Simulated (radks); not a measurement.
The numbers below are computed, except where a source is named.
The nuclear charge of the platinum ion Pt+ is varied continuously with 77 electrons held in [Xe] 4f14 5d9. Level of theory: Dirac Kohn-Sham, PBEsol, spin-unpolarised, spherical densities, finite nucleus; open shells fill j = l - 1/2 first; Fermi nuclear charge, rms radius 5.427 fm (a radial shooting solver on a logarithmic mesh with Libxc functionals). By the Hellmann-Feynman theorem dE/dZ = E(electron-nucleus)/Z, the electronic potential at the nucleus (averaged over a nucleus of fixed radius).

Z,E (hartree),E(electron-nucleus)/Z (hartree),HOMO,e(HOMO) (eV),<r> HOMO (bohr)
77.5,-18141.9170,-587.925,5d5/2,-8.255,1.783
78,-18437.3904,-593.971,5d5/2,-13.757,1.677
78.5,-18735.8907,-600.034,5d5/2,-19.907,1.592
79,-19037.4275,-606.117,5d5/2,-26.631,1.520

The central difference of E at Z = 78 is -593.974 hartree, to compare with the third column; the second derivative is -12.1 hartree.
